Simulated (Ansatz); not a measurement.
`B/C=C/[Se][SiH3]` + `C[SeH]` → `C[Se][Se][SiH3]` + `BC=C`  (ligand exchange at the Se–C bond)

Computed with Ansatz on PBE0-D4/def2-TZVP structures; ΔE is electronic, products minus reactants. CCSD(T)/CBS is the MP2 limit (def2-TZVPP, def2-QZVPP) plus CCSD(T) − MP2 in def2-TZVPP, frozen cores. For Se outer-core shells are correlated without core-valence functions, which leaves a few kJ/mol of doubt a bond. Scalar relativity is left out up to krypton. Each species was taken in one conformer, which may not be the lowest.

```tsv
level	ΔE (kJ/mol)
SCS-MP2/def2-QZVPP	-43.7
MP2/CBS(def2)	-44.9
```

Task: What does CCSD(T)/CBS give? (Best estimate.)

Result: Ansatz gave: -46.6 kJ/mol. The listed levels differ from it by 2.9, 1.7 kJ/mol.

Largest T1 diagnostic among the species: 0.012.

From PBE to PBE0 (25 % exact exchange), in def2-TZVPP and without D4, ΔE moves by −4.3 kJ/mol. In def2-TZVPP, CCSD(T) changes the Hartree–Fock value by +13.1 kJ/mol (the triples alone add +1.6 kJ/mol) and MP2 by +14.9 kJ/mol. The D4 term adds −3.8 kJ/mol with B3LYP and −2.0 kJ/mol with PBE0; it sums over pairs of atoms, weighted by their polarisabilities, and B3LYP, whose exchange is more repulsive, gets the larger term.

B3LYP here is the variant with VWN-RPA as its local correlation; programs differ in this.
